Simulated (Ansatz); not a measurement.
Abridged output of a molecular run in Ansatz:

```
Functional definition: HF
1609 factors; integrals over basis functions are off by at most 1.6e-3 eV
mean field evaluation 1: about -79764.7135 eV, gradient 3.6e1 eV
mean field evaluation 2: about -79764.9902 eV, gradient 3.6e1 eV
mean field evaluation 4: about -79768.6744 eV, gradient 4.4e0 eV
mean field evaluation 8: about -79768.7519 eV, gradient 2.8e-1 eV
mean field -79768.75236941 eV, -2931.4475803734 hartree, gradient 4.8e-6 eV, S^2 0.000000; 0 other end points of the search recorded, 0 dependent functions left out
17 core orbitals not correlated: weight in the atoms' cores, before any rotation towards them, 0.999 or more for the frozen orbitals, at most 0.001 for the correlated occupied ones
reference -79768.75236941 eV, -2931.4475803734 hartree; 19, 19 occupied and 231, 231 virtual orbitals, 1609 factors
second order -23.59694863 eV of doubles, -0.00000000 eV of singles
cycle   1  -23.93038330 eV  change   -3.3e-1 eV  update   1.1e-1
cycle   2  -24.53308400 eV  change   -6.0e-1 eV  update   3.0e-2
cycle   3  -24.64264863 eV  change   -1.1e-1 eV  update   1.5e-2
cycle   4  -24.63005822 eV  change    1.3e-2 eV  update   4.0e-3
cycle   5  -24.62992546 eV  change    1.3e-4 eV  update   1.9e-3
cycle   6  -24.63034065 eV  change   -4.2e-4 eV  update   5.7e-4
cycle   7  -24.62999971 eV  change    3.4e-4 eV  update   2.2e-4
cycle   8  -24.63005321 eV  change   -5.4e-5 eV  update   9.3e-5
cycle   9  -24.63009396 eV  change   -4.1e-5 eV  update   3.9e-5
perturbative correction -1.04796266 eV, -0.0385119174 hartree
Total energy: -79794.43042603 eV, -2932.3912315490 hartree
```

Its atoms:

```xyz
11

Br    1.596    1.157   -1.302
C    -0.379    0.828   -0.820
C    -0.420    0.580    0.682
C     0.193   -0.832    0.900
Al    0.227   -1.017   -1.064
H    -0.905    1.678   -1.241
H     0.042    1.368    1.285
H    -1.488    0.564    0.936
H     1.168   -0.803    1.390
H    -0.455   -1.482    1.489
H     0.422   -2.040   -2.255
```

(1) Which basis set was used?
A. def2-TZVPP
B. def2-SVPD
C. def2-QZVPP
D. cc-pV(Q+d)Z

(2) Write the keys of the input that set method, charge and spin (a neutral closed shell needs none for the last two).

Results:

(1) A. It gives 267 functions.

(2) 
```yaml
correlation: {method: ccsd_t}
```
